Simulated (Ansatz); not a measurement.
```xyz
3

Mn    0.0000    0.0000    0.0000
Cr    0.0000    0.0000    2.4000
H     0.0000    1.2000    3.6000
```

Basis set: pcseg-2. Charge 0. Computed with Ansatz (development build ahead of 0.2.0); the lowest solution found for each multiplicity.

Question: How do the multiplicities compare at this shape? Give, from the lowest of each method, PBE0 (unrestricted) for 1, 3.

Answer:

```csv
method,multiplicity,E (eV),<S²>
"PBE0, unrestricted",1,0.000,4.80
"PBE0, unrestricted",3,1.546,6.36
```

Caution for PBE0, unrestricted: the unrestricted determinant is a mixture of spin states.
